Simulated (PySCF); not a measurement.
Positional isomers: propene hydroxy+silyl. Gas-phase values, no solvent. One relaxed conformer stands for each flexible species; it need not be the lowest. Strings in code marks are SMILES.

All values below come from PBE0-D3(BJ)/def2-TZVP (PySCF). All candidates: neutral, multiplicity 1. Delta-SCF ions had no search for a lower state. Excitations are Tamm–Dancoff values on a coarser integration grid. The basis has no diffuse functions, so Rydberg states are missing or too high.

The vertical ionisation energy (Delta-SCF) comes out as 9.70 eV, the HOMO–LUMO gap comes out as 7.16 eV and the S1 excitation (TDA) is 6.08 eV.

Q: Which member has these values?
(A) `OC/C=C\[SiH3]` (H–O–C–C torsion 73°, O–C–C–C torsion 8°)
(B) `O/C=C/C[SiH3]` (H–O–C–C torsion -1°, C–C–C–Si torsion -111°)
(C) `OC/C=C/[SiH3]` (H–O–C–C torsion 58°, O–C–C–C torsion -126°)
(D) `C/C=C(\O)[SiH3]` (Si–C–O–H torsion 180°)

A: C, `OC/C=C/[SiH3]` (H–O–C–C torsion 58°, O–C–C–C torsion -126°). The others give `OC/C=C\[SiH3]` (H–O–C–C torsion 73°, O–C–C–C torsion 8°): 9.60 eV, 7.08 eV, 6.31 eV; `C/C=C(\O)[SiH3]` (Si–C–O–H torsion 180°): 8.66 eV, 6.92 eV, 5.88 eV; `O/C=C/C[SiH3]` (H–O–C–C torsion -1°, C–C–C–Si torsion -111°): 8.42 eV, 6.91 eV, 5.96 eV
